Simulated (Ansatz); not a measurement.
`OC([SiH3])Br` + H₂O → `OC(O)Br` + SiH₄ at 500 K and 1 bar (formal hydrolysis of a C–Si bond).

Isolated molecules relaxed with PBE0-D4/def2-TZVP in Ansatz; ΔE leaves out vibrations. CBS: MP2 limit from def2 TZ/QZ plus the TZ coupled-cluster correction, frozen cores. This one scheme is used for every species. For Br outer-core shells are correlated without core-valence functions, which leaves a few kJ/mol of doubt a bond. Scalar relativity is left out up to krypton. One conformer a species, not always the lowest.

```tsv
species	CCSD(T)/CBS energy (Eh)	H − E (kJ/mol)	S (J/(mol·K))
`OC([SiH3])Br`	-2978.61414	191.6	390.0
H₂O	-76.37941	73.2	206.3
`OC(O)Br`	-2763.51516	156.5	348.0
SiH₄	-291.46306	102.4	230.9
```

H − E and S are ideal-gas, rigid-rotor, harmonic terms from PBE0-D4/def2-TZVP, for one conformer and one mirror image of each species. 1 Eh = 2625.50 kJ/mol, R = 8.31446 J/(mol·K).

Question: By hand: ΔE, ΔH, ΔS and ΔG.

Answer: ΔE = (-2763.51516) + (-291.46306) − (-2978.61414) − (-76.37941) = 0.01533 Eh = 40.2 kJ/mol. Δ(H − E) = 156.5 + 102.4 − 191.6 − 73.2 = -5.9, so ΔH = 34.3 kJ/mol. ΔS = 348.0 + 230.9 − 390.0 − 206.3 = -17.4 J/(mol·K). ΔG = 34.3 − 500 × (-17.4)/1000 = 43.0 kJ/mol.

Question: By hand: the equilibrium constant, and the temperature at which ΔG would vanish if ΔH and ΔS stayed fixed.

Answer: log₁₀ K = −ΔG/(RT ln 10) = -4.5. ΔH and −TΔS have one sign here, so there is no such temperature.

ΔH outweighs TΔS. A doubt of 5 kJ/mol in ΔE shifts log₁₀ K by 0.5 here. Other conformers and mirror images would add mixing entropy, several J/(mol·K) or more a flexible species. These are equilibria of isolated gas molecules and say nothing of rates. Largest T1 diagnostic: 0.011 (customary marks: 0.02 for closed shells, 0.045 for open ones).
